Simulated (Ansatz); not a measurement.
`[Cl][GeH3]` + H₂ → GeH₄ + HCl at 500 K and 1 bar (hydrogenolysis of a Ge–Cl bond).

Computed with Ansatz on PBE0-D4/def2-TZVP structures; ΔE is electronic, products minus reactants. CCSD(T)/CBS adds triple-zeta CCSD(T) − MP2 to the extrapolated MP2 energy (def2 sets, frozen cores). This one scheme is used for every species. For Ge outer-core shells are correlated without core-valence functions, which leaves a few kJ/mol of doubt a bond. Scalar relativity is left out up to krypton.

```tsv
species	CCSD(T)/CBS energy (Eh)	H − E (kJ/mol)	S (J/(mol·K))
`[Cl][GeH3]`	-2537.71925	89.2	296.4
H₂	-1.17544	41.0	145.5
GeH₄	-2078.49493	99.4	244.6
HCl	-460.38127	32.5	201.9
```

H − E and S are ideal-gas, rigid-rotor, harmonic terms from PBE0-D4/def2-TZVP. The MP2-based limit puts H₂ 0.8 mEh under its directly extrapolated value; such offsets cancel only in part. 1 Eh = 2625.50 kJ/mol, R = 8.31446 J/(mol·K).

Problem. By hand: ΔE, ΔH, ΔS and ΔG.

Solution. ΔE = (-2078.49493) + (-460.38127) − (-2537.71925) − (-1.17544) = 0.01849 Eh = 48.5 kJ/mol. Δ(H − E) = 99.4 + 32.5 − 89.2 − 41.0 = 1.7, so ΔH = 50.2 kJ/mol. ΔS = 244.6 + 201.9 − 296.4 − 145.5 = 4.6 J/(mol·K). ΔG = 50.2 − 500 × (4.6)/1000 = 47.9 kJ/mol.

Problem. By hand: the equilibrium constant, and the temperature at which ΔG would vanish if ΔH and ΔS stayed fixed.

Solution. log₁₀ K = −ΔG/(RT ln 10) = -5.0. ΔG = 0 at ΔH/ΔS = 10913 K, far beyond where these terms or the molecules hold.

The number of gas molecules stays the same, so ΔS is small and ΔH decides. A doubt of 5 kJ/mol in ΔE shifts log₁₀ K by 0.5 here. These are equilibria of isolated gas molecules and say nothing of rates. Largest T1 diagnostic: 0.012 (customary marks: 0.02 for closed shells, 0.045 for open ones).
